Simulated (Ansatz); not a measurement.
Basis sets compared for the cluster In₂Te₃ (the lowest singlet isomer of a short search). Total charge 0; singlet. Geometry r2SCAN-D4/def2-SVP. Ansatz on 4 threads of Arm Neoverse V2 on a shared host; times are rough, and most runs start from earlier orbitals.

```
atom   x (Å)   y (Å)   z (Å)
 In1  -2.090   1.041   0.680
 In2   1.899  -0.104  -1.516
 Te3  -1.069  -1.137  -1.348
 Te4   0.254  -1.244   1.110
 Te5   1.006   1.445   1.074
```

In the def2 sets In, Te take a core potential; there is no spin–orbit coupling. The structure comes from a short search, and lower isomers may exist.

Binding counts from free atoms (In doublet, Te triplet) in the same basis, without a counterpoise term.

```csv
level,functions,energy (Eh),HOMO (eV),LUMO (eV),binding per atom (eV),wall time
PBE-D4/def2-SVP,130,-1184.5312,-4.51,-3.15,2.27,2.1 s
PBE-D4/def2-TZVP,250,-1184.5751,-4.54,-3.14,2.29,4.9 s
r2SCAN-D4/def2-TZVP (with forces),250,-1185.0190,-4.75,-3.11,2.13,13 s
PBE0-D4/def2-SVP,130,-1184.5695,-5.34,-2.48,2.14,4.1 s
PBE0-D4/def2-TZVP,250,-1184.6106,-5.33,-2.45,2.17,12 s
```

Task: Estimate the rows for PBE-D4/def2-TZVPD, r2SCAN-D4/def2-TZVPD, PBE0-D4/def2-TZVPD.

Result: 
```json
{"level": "PBE-D4/def2-TZVPD", "functions": "289", "energy (Eh)": "-1184.5757", "HOMO (eV)": "-4.55", "LUMO (eV)": "-3.15", "binding per atom (eV)": "2.29", "wall time": "8 s"}
{"level": "r2SCAN-D4/def2-TZVPD", "functions": "289", "energy (Eh)": "-1185.0197", "HOMO (eV)": "-4.75", "LUMO (eV)": "-3.11", "binding per atom (eV)": "2.13", "wall time": "14 s"}
{"level": "PBE0-D4/def2-TZVPD", "functions": "289", "energy (Eh)": "-1184.6111", "HOMO (eV)": "-5.34", "LUMO (eV)": "-2.46", "binding per atom (eV)": "2.17", "wall time": "15 s"}
```
